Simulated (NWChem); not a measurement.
System: AgF; SMILES [F][Ag]

The following NWChem deck was run.

```
start job
memory heap 200 mb stack 900 mb global 1100 mb
geometry units angstroms noautosym nocenter noautoz
  Ag     0.000000     0.000000    -0.324159
  F      0.000000     0.000000     1.661694
end
basis spherical
  * library def2-svpd
end
ecp
  Ag library def2-ecp
end
dft
  xc b3lyp
  iterations 150
  vectors input atomic output neutral.movecs
end
task dft energy
charge 1
dft
  odft
  mult 2
  vectors input atomic output cation.movecs
end
task dft energy
charge -1
dft
  odft
  mult 2
  vectors input atomic output anion.movecs
end
task dft energy
```

NWChem printed, in part:

```
             Northwest Computational Chemistry Package (NWChem) 7.3.0
             --------------------------------------------------------

                             Geometry "geometry" -> ""
                             -------------------------

 Output coordinates in angstroms (scale by  1.889725989 to convert to a.u.)

  No.       Tag          Charge          X              Y              Z
 ---- ---------------- ---------- -------------- -------------- --------------
    1 Ag                  47.0000     0.00000000     0.00000000    -0.32415900
    2 F                    9.0000     0.00000000     0.00000000     1.66169400

 Effective nuclear repulsion energy (a.u.)     112.7183010660

                                 NWChem DFT Module
                                 -----------------

 Summary of "ao basis" -> "ao basis" (spherical)
 ------------------------------------------------------------------------------
       Tag                 Description            Shells   Functions and Types
 ---------------- ------------------------------  ------  ---------------------
 Ag                        def2-svpd                12       34   5s4p2d1f
 F                         def2-svpd                 9       23   4s3p2d

            General Information
            -------------------
          SCF calculation type: DFT
          Wavefunction type:  closed shell.
          No. of atoms     :     2
          No. of electrons :    28
           Alpha electrons :    14
            Beta electrons :    14
          Charge           :     0
          Spin multiplicity:     1
          Use of symmetry is: off; symmetry adaption is: off
          Maximum number of iterations: 150
          AO basis - number of functions:    57
                     number of shells:    21
          Convergence on energy requested:  1.00D-06
          Convergence on density requested:  1.00D-05
          Convergence on gradient requested:  5.00D-04

              XC Information
              --------------
                         B3LYP Method XC Potential
                     Hartree-Fock (Exact) Exchange  0.200
                        Slater Exchange Functional  0.800 local
                    Becke 1988 Exchange Functional  0.720 non-local
              Lee-Yang-Parr Correlation Functional  0.810
                  VWN I RPA Correlation Functional  0.190 local

             Grid Information
             ----------------
          Grid used for XC integration:  medium
          Radial quadrature: Mura-Knowles
          Angular quadrature: Lebedev.
          Tag              B.-S. Rad. Rad. Pts. Rad. Cut. Ang. Pts.
          ---              ---------- --------- --------- ---------
          Ag                  1.60      123          10.0       590
          F                   0.50       49          10.0       434
          Grid pruning is: on
          Number of quadrature shells:   172
          Spatial weights used:  Erf1

      Superposition of Atomic Density Guess
      -------------------------------------

 Sum of atomic energies:        -266.96442027

      Non-variational initial energy
      ------------------------------

 Total energy =    -244.828510
 1-e energy   =    -488.394263
 2-e energy   =     197.998780
 HOMO         =      -0.530621
 LUMO         =      -0.215802

   convergence    iter        energy       DeltaE   RMS-Dens  Diis-err
 ---------------- ----- ----------------- --------- --------- ---------
 d= 0,ls=0.0,diis     1   -246.6447214060 -2.92D+02  4.04D-02  8.68D-01
 d= 0,ls=0.0,diis     2   -245.4215654898  1.22D+00  3.04D-02  1.26D+01
 d= 0,ls=0.0,diis     3   -246.7386288392 -1.32D+00  7.34D-03  2.76D-01
 d= 0,ls=0.0,diis     4   -246.7641596965 -2.55D-02  1.52D-03  3.70D-02
 d= 0,ls=0.0,diis     5   -246.7673254726 -3.17D-03  4.16D-04  1.20D-03
  Resetting Diis
 d= 0,ls=0.0,diis     6   -246.7674405480 -1.15D-04  1.58D-04  1.14D-04
 d= 0,ls=0.0,diis     7   -246.7674514762 -1.09D-05  9.54D-05  7.73D-06
 d= 0,ls=0.0,diis     8   -246.7674475774  3.90D-06  6.37D-05  5.08D-05
 d= 0,ls=0.0,diis     9   -246.7674523031 -4.73D-06  4.48D-06  4.76D-08
 d= 0,ls=0.0,diis    10   -246.7674523094 -6.32D-09  8.70D-07  3.99D-09

         Total DFT energy =     -246.767452309395
      One electron energy =     -492.043027244598
           Coulomb energy =      224.363739037249
    Exchange-Corr. energy =      -24.655136873419
 Nuclear repulsion energy =       45.566972771372

 Numeric. integr. density =       27.999985843299

                       DFT Final Molecular Orbital Analysis
                       ------------------------------------

 Vector   12  Occ=2.000000D+00  E=-2.948892D-01
              MO Center= -3.5D-11,  5.0D-10,  1.2D+00, r^2= 1.3D+00
   Bfn.  Coefficient  Atom+Function         Bfn.  Coefficient  Atom+Function
  ----- ------------  ---------------      ----- ------------  ---------------
    39      0.437816  2 F  px                40      0.404751  2 F  py
    21     -0.314566  1 Ag d  1              42     -0.292272  2 F  px
    19      0.290809  1 Ag d -1              43     -0.270199  2 F  py
    45     -0.091102  2 F  px                46     -0.084222  2 F  py
    26     -0.062614  1 Ag d  1              24      0.057885  1 Ag d -1

 Vector   13  Occ=2.000000D+00  E=-2.948892D-01
              MO Center= -2.0D-08,  2.1D-08,  1.2D+00, r^2= 1.3D+00
   Bfn.  Coefficient  Atom+Function         Bfn.  Coefficient  Atom+Function
  ----- ------------  ---------------      ----- ------------  ---------------
    40     -0.437816  2 F  py                39      0.404751  2 F  px
    19     -0.314566  1 Ag d -1              43      0.292272  2 F  py
    21     -0.290809  1 Ag d  1              42     -0.270199  2 F  px
    46      0.091102  2 F  py                45     -0.084222  2 F  px
    24     -0.062614  1 Ag d -1              26     -0.057885  1 Ag d  1

[...]
```

Level: B3LYP/def2-SVPD with def2 effective core potentials on Ag, vertical spin-unrestricted ions. Geometry: optimised at PBE0-D3(BJ)/def2-TZVP. B3LYP is NWChem's, with the RPA form of VWN correlation. def2 effective core potentials on Ag; no spin-orbit coupling.
